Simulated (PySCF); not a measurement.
How the method changes the constants of GeTe⁺

State: ²Π (doublet), unpaired electrons π ↑. Set-up: Ge cc-pVDZ-PP with ECP10, Te cc-pVDZ-PP with ECP28; scalar-relativistic core potentials (PySCF 2.14). De refers to Ge⁺ + Te in their high-spin ground configurations, without counterpoise correction. The functionals are run spin-unrestricted. A positive dipole points towards Te; it is taken about the centre of mass and depends on that origin.

| Level | Re (Å) | ωe (cm⁻¹) | De (eV) | μ (D) |
| --- | --- | --- | --- | --- |
| ROHF | 2.492 | 277 | 1.73 | -3.72 |
| ROHF-MP2 | 2.500 | 279 | 2.84 | n/a |
| ROHF-SCS-MP2 | 2.505 | 275 | 2.71 | n/a |
| ROHF-CCSD | 2.515 | 266 | 2.75 | n/a |
| ROHF-CCSD(T) | 2.532 | 254 | 2.94 | n/a |
| PBE | 2.532 | 254 | 3.62 | -2.83 |
| revPBE | 2.542 | 251 | 3.40 | -2.88 |
| PW91 | 2.530 | 254 | 3.67 | -2.82 |
| r²SCAN | 2.505 | 263 | 3.42 | -2.80 |
| PBE0 | 2.499 | 269 | 3.28 | -3.01 |
| B97-3 | 2.517 | 264 | 3.19 | -3.20 |
| ωB97X | 2.475 | 283 | 3.22 | -3.18 |

(1) Which functional lies closest to ROHF-CCSD(T) in De, which farthest, and by how much do they differ from it?

(2) What does the step from GGA to meta-GGA do here, going from PBE to r²SCAN?

(3) What does second-order correlation do here, going from ROHF to ROHF-MP2?

Correlated steps freeze 8 core orbitals. Correlated levels converge slowly with the basis: in double zeta they bind strong bonds too weakly, by up to about 1 eV, and carry superposition errors of some tenths. These are scalar-relativistic numbers at best; spin–orbit coupling would shift them, the dissociation energy most. For an ion De counts to the pair picked by the measured ionisation energies or electron affinities, which need not be the lowest pair at this level. The state was picked by a PBE0 search and need not be the measured ground state.

The whole job (state search and all levels along the bond) took about 4.3 min on 1 thread of Arm Neoverse N1 (shared host), peak memory 0.53 GiB.

Answers

(1) Closest is B97-3 (-1.5 pm in Re, +3.9 % in ωe, +0.25 eV in De against ROHF-CCSD(T) in the same basis), farthest PW91 (-0.2 pm in Re, +0.0 % in ωe, +0.73 eV in De). CCSD(T) converges more slowly with the basis than the functionals do and binds too weakly in this one, so the order can change at the basis-set limit.

(2) r²SCAN less PBE: -2.7 pm in Re, +3.5 % in ωe, -0.20 eV in De. 

(3) ROHF-MP2 less ROHF: +0.8 pm in Re, +0.7 % in ωe, +1.11 eV in De. Correlation nearly always deepens the well. The bond lengthens, as in strong covalent bonds, where excitations into antibonding orbitals dominate.
